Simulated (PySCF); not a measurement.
Compound: C2H9B2N.
SMILES: `BNBCC`

Computed with PySCF at B3LYP/def2-SVPD, non-relativistic, on one gas-phase PBE0-D3(BJ)/def2-SVP geometry that isn't relaxed in the solvent. The solvent is an IEF-PCM continuum (Bondi radii, 1.10 Å for H, scaled by 1.2), and excitations are vertical TDDFT with non-equilibrium linear response and a frozen core. Only the electrostatic response of the medium enters.

Gas-phase singlets (H = HOMO, L = LUMO):

```json
{"state": "S1", "E (eV)": "5.992", "λ (nm)": "207", "f": "0.000", "leading configurations": "H→L 95%"}
{"state": "S2", "E (eV)": "6.345", "λ (nm)": "195", "f": "0.001", "leading configurations": "H-1→L 95%"}
{"state": "S3", "E (eV)": "7.154", "λ (nm)": "173", "f": "0.369", "leading configurations": "H-2→L 97%"}
{"state": "S4", "E (eV)": "7.296", "λ (nm)": "170", "f": "0.009", "leading configurations": "H-3→L 94%"}
{"state": "S5", "E (eV)": "7.685", "λ (nm)": "161", "f": "0.009", "leading configurations": "H→L+1 89%"}
```

**Question.** How does the list change in chloroform (ε = 4.711)?

**Answer.** 
| state | E (eV) | λ (nm) | f | leading configurations | change by rank (eV) |
| --- | --- | --- | --- | --- | --- |
| S1 | 5.938 | 209 | 0.000 | H→L 95% | -0.054 |
| S2 | 6.360 | 195 | 0.001 | H-1→L 95% | +0.015 |
| S3 | 6.973 | 178 | 0.441 | H-2→L 97% | -0.181 |
| S4 | 7.216 | 172 | 0.010 | H-3→L 93% | -0.080 |
| S5 | 7.595 | 163 | 0.020 | H-4→L 96% | -0.090 |

**Question.** The ground-state energy changes by -0.056 eV from gas to chloroform. By how much does the total energy of gas-phase S1 change?

**Answer.** E(S1) = E(S0) + excitation energy, so it changes by -0.056 − 0.054 = -0.110 eV: it is lowered more than the ground state, which is what a red shift means. This is the vertical state, with the slow part of the continuum still set for S0.

**Question.** How do the frontier levels move from gas to chloroform?

**Answer.** 
```
orbital  gas (eV)  solvent (eV)  change (eV)
 LUMO+2      0.48          0.54        +0.06
 LUMO+1      0.17          0.37        +0.20
   LUMO     -1.20         -1.16        +0.04
   HOMO     -8.41         -8.28        +0.13
 HOMO-1     -8.92         -8.90        +0.02
 HOMO-2     -9.08         -8.95        +0.13
 HOMO-3     -9.55         -9.42        +0.13
```

The HOMO–LUMO gap goes from 7.21 to 7.13 eV.

Conformer computed: `[BH2:1][NH:2][BH:3][CH2:4][CH3:5]`: B1–N2–B3–C4 -179°, N2–B3–C4–C5 -1°.
